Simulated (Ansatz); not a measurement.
Calculated with Ansatz (gas phase, PBE0-D4/def2-TZVP geometries, no zero-point term in ΔE). CCSD(T)/CBS adds triple-zeta CCSD(T) − MP2 to the extrapolated MP2 energy (def2 sets, frozen cores). DFT in def2-TZVPP. HSE06 is defined as in plane-wave codes. One conformer a species, not always the lowest.

Consider the redistribution: `B[SiH2]C#N` + `C=N[SiH2]C` → `B[SiH2]N=C` + `C[SiH2]C#N`.

```json
{"level": "PBE0-D4", "ΔE (kJ/mol)": "2.4", "difference from CCSD(T)/CBS": "-0.7"}
{"level": "r2SCAN0-D4", "ΔE (kJ/mol)": "2.8", "difference from CCSD(T)/CBS": "-0.3"}
{"level": "HSE06-D4", "ΔE (kJ/mol)": "2.4", "difference from CCSD(T)/CBS": "-0.7"}
{"level": "BHLYP-D4", "ΔE (kJ/mol)": "3.0", "difference from CCSD(T)/CBS": "-0.1"}
{"level": "BLYP", "ΔE (kJ/mol)": "1.5", "difference from CCSD(T)/CBS": "-1.6"}
{"level": "PBE0", "ΔE (kJ/mol)": "2.2", "difference from CCSD(T)/CBS": "-0.9"}
{"level": "CCSD(T)/def2-SVP", "ΔE (kJ/mol)": "3.4", "difference from CCSD(T)/CBS": "0.3"}
{"level": "HF/def2-TZVPP", "ΔE (kJ/mol)": "3.4", "difference from CCSD(T)/CBS": "0.3"}
{"level": "CCSD/def2-TZVPP", "ΔE (kJ/mol)": "3.0", "difference from CCSD(T)/CBS": "-0.1"}
{"level": "CCSD/CBS(def2)", "ΔE (kJ/mol)": "3.2", "difference from CCSD(T)/CBS": "0.1"}
{"level": "CCSD(T)/CBS", "ΔE (kJ/mol)": "3.1", "difference from CCSD(T)/CBS": "0"}
```

Largest T1 diagnostic among the species: 0.013.

Leaving LDA and LC-ωPBE aside and taking each functional with its dispersion term where it has one, the values, not all of them listed here, spread over 1.4 kJ/mol, from PBE-D4 to BHLYP-D4.
